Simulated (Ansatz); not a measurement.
Species: GeF2 (charge 0, triplet). This is an excited triplet: at this geometry the singlet lies 3.30 eV lower at RI-MP2/CBS(aug-cc-pVTZ,aug-cc-pVQZ)+[CCSD(T)-MP2]/aug-cc-pVTZ. 
Structure (B3LYP-D3(BJ)/def2-TZVP (Ansatz, a first-principles code) minimum search):
```xyz
3

Ge     0.0018    -0.0023     0.3428
F      0.7118     1.2940    -0.6045
F     -0.7182    -1.2858    -0.6143
```
Charge 0, spin multiplicity 3.

Basis-set convergence of Hartree-Fock and CCSD correlation energies (hartree) with Ansatz. Correlated levels leave the core frozen unless marked. UHF or UKS for open shells. No spin-orbit coupling. The frozen core is the preceding noble-gas configuration, with the filled d and f shells of earlier blocks. No relativistic terms.

```tsv
basis	functions	E(HF)	E(corr, CCSD)
aug-cc-pVDZ	82	-2274.21908	-0.48066
aug-cc-pVTZ	151	___	___
```

Task: Fill in the missing entries.

Result: 
- aug-cc-pVTZ, E(HF): -2274.34577
- aug-cc-pVTZ, E(corr, CCSD): -0.59507
